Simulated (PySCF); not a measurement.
CClF (SMILES F[C]Cl), singlet, geometry from GFN2-xTB; BLYP/cc-pVDZ (PySCF).

PySCF was given this input:
```python
from pyscf import gto, scf, dft

mol = gto.Mole()
mol.atom = '''
    F    -1.463484   -0.307121    0.002760
    C    -0.539858    0.635983    0.028545
    Cl    0.965324   -0.061871   -0.011536
'''
mol.basis = 'cc-pvdz'
mol.charge = 0
mol.spin = 0
mol.verbose = 4
mol.build()

mf = dft.RKS(mol)
mf.xc = 'blyp'
mf.kernel()
```

### Question
What does PySCF print? Leave out banner, timings and long lists.

### Answer

```
PySCF version 2.14.0

[INPUT] verbose = 4
[INPUT] num. atoms = 3
[INPUT] num. electrons = 32
[INPUT] charge = 0
[INPUT] spin (= nelec alpha-beta = 2S) = 0
[INPUT] symmetry False subgroup None
[INPUT] Mole.unit = angstrom
[INPUT] Symbol           X                Y                Z      unit          X                Y                Z       unit  Magmom
[INPUT]  1 F     -1.463484000000  -0.307121000000   0.002760000000 AA   -2.765583947683  -0.580374577103   0.005215644104 Bohr   0.0
[INPUT]  2 C     -0.539858000000   0.635983000000   0.028545000000 AA   -1.020183766155   1.201833689879   0.053942232226 Bohr   0.0
[INPUT]  3 Cl     0.965324000000  -0.061871000000  -0.011536000000 AA    1.824197981470  -0.116919245053  -0.021799880573 Bohr   0.0

nuclear repulsion = 87.3330084067297
number of shells = 15
number of NR pGTOs = 93
number of NR cGTOs = 46
basis = cc-pvdz
ecp = {}

******** <class 'pyscf.dft.rks.RKS'> ********
method = RKS
initial guess = minao
damping factor = 0
level_shift factor = 0
DIIS = <class 'pyscf.scf.diis.CDIIS'>
diis_start_cycle = 1
diis_space = 8
diis_damp = 0
SCF conv_tol = 1e-09
SCF conv_tol_grad = None
SCF max_cycles = 50
direct_scf = True
direct_scf_tol = 1e-13
XC library pyscf.dft.libxc version 7.1.2
    S. Lehtola, C. Steigemann, M. J. T. Oliveira, and M. A. L. Marques,  SoftwareX 7, 1–5 (2018)
XC functionals = blyp
    A. D. Becke,  Phys. Rev. A 38, 3098 (1988)
    C. Lee, W. Yang, and R. G. Parr,  Phys. Rev. B 37, 785 (1988)
    B. Miehlich, A. Savin, H. Stoll, and H. Preuss,  Chem. Phys. Lett. 157, 200 (1989)
radial grids:
    Treutler-Ahlrichs [JCP 102, 346 (1995); DOI:10.1063/1.469408] (M4) radial grids

becke partition: Becke, JCP 88, 2547 (1988); DOI:10.1063/1.454033
pruning grids: <function nwchem_prune>
grids dens level: 3
symmetrized grids: False
atomic radii adjust function: <function treutler_atomic_radii_adjust>
small_rho_cutoff = 0
Set gradient conv threshold to 3.16228e-05
Initial guess from minao.
tot grids = 47264
init E= -598.36944320394
  HOMO = -0.239842548715324  LUMO = -0.116362952799844  gap/eV = 3.36005
cycle= 1 E= -597.986105557879  delta_E= 0.383  |g|= 0.494  |ddm|= 1.92
  HOMO = -0.220970336668449  LUMO = -0.142716032987663  gap/eV = 2.12941
cycle= 2 E= -597.742402293626  delta_E= 0.244  |g|= 1.28  |ddm|= 0.956
  HOMO = -0.203160989848728  LUMO = -0.120505372843469  gap/eV = 2.24917
cycle= 3 E= -598.027404451578  delta_E= -0.285  |g|= 0.12  |ddm|= 0.762
  HOMO = -0.207632022514368  LUMO = -0.119018381179663  gap/eV = 2.41130
cycle= 4 E= -598.028777624329  delta_E= -0.00137  |g|= 0.0898  |ddm|= 0.196
  HOMO = -0.214957487040259  LUMO = -0.125586601084109  gap/eV = 2.43191
cycle= 5 E= -598.031024888646  delta_E= -0.00225  |g|= 0.015  |ddm|= 0.116
  HOMO = -0.212797411746294  LUMO = -0.123602591438607  gap/eV = 2.42711
cycle= 6 E= -598.031086953  delta_E= -6.21e-05  |g|= 0.00303  |ddm|= 0.0157
  HOMO = -0.212807131540185  LUMO = -0.123735565598109  gap/eV = 2.42376
cycle= 7 E= -598.031088980337  delta_E= -2.03e-06  |g|= 0.000546  |ddm|= 0.00313
  HOMO = -0.212813261336417  LUMO = -0.123742443984859  gap/eV = 2.42374
cycle= 8 E= -598.031089046207  delta_E= -6.59e-08  |g|= 7.77e-05  |ddm|= 0.000485
  HOMO = -0.212816201324139  LUMO = -0.12374534770005  gap/eV = 2.42374
cycle= 9 E= -598.031089047699  delta_E= -1.49e-09  |g|= 1.57e-05  |ddm|= 8.05e-05
  HOMO = -0.212814834202555  LUMO = -0.123743012898191  gap/eV = 2.42377
cycle= 10 E= -598.031089047766  delta_E= -6.74e-11  |g|= 4.8e-06  |ddm|= 1.65e-05
  HOMO = -0.212815291680624  LUMO = -0.123743564301913  gap/eV = 2.42377
Extra cycle  E= -598.031089047745  delta_E= 2.13e-11  |g|= 1.17e-05  |ddm|= 1.39e-05
converged SCF energy = -598.031089047745
```
